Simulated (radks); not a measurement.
Values are calculated unless marked as measured or tabulated.
Question: All-electron atom: Cs in [Xe] 6s0.5 6p0.5 (fractional occupations, a model configuration). Level of theory: scalar-relativistic Kohn-Sham, revPBE, spin-polarised, spherical densities, finite nucleus; open shells are filled with parallel spins first (spin-orbit coupling, left out, can overturn this in heavy ions); Fermi nuclear charge, rms radius 4.8041 fm (a radial shooting solver on a logarithmic mesh with Libxc functionals). Some entries of the table are withheld. Estimate them.

orbital  occ.  eigenvalue (hartree)  r(max) (bohr)  <1/r> (bohr^-1)
1s up       1             -1315.575        0.01678            59.40
1s down     1             -1315.575        0.01678            59.40
2s up       1             -206.3852        0.09488            13.64
2s down     1             -206.3851        0.09488            13.64
2p up       3             -185.1332        0.07619            13.00
2p down     3             -185.1331        0.07619            13.00
3s up       1             -42.92555         0.2725            4.918
3s down     1             -42.92546         0.2725            4.918
3p up       3             -36.08633         0.2666            4.668
3p down     3             -36.08624         0.2666            4.668
3d up       5             -26.05192         0.2204            4.423
3d down     5             -26.05183         0.2204            4.423
4s up       1              -8.11898         0.6427            2.016
4s down     1              -8.11880         0.6427            2.016
4p up       3              -5.93287         0.6731            1.854
4p down     3              -5.93268         0.6731            1.854
4d up       5              -2.75074         0.7208            1.584
4d down     5              -2.75045         0.7208            1.584
5s up       1              -1.00440          1.547           0.7527
5s down     1              -1.00321          1.547           0.7531
5p up       3              -0.51922          1.782           0.6227
5p down     3              -0.51719          1.781           0.6239
6s up     0.5                   (1)          5.060           0.2160
6p up     0.5              -0.04306          6.593           0.1562

Answer: 
(1) 6s up eigenvalue (hartree): -0.09196
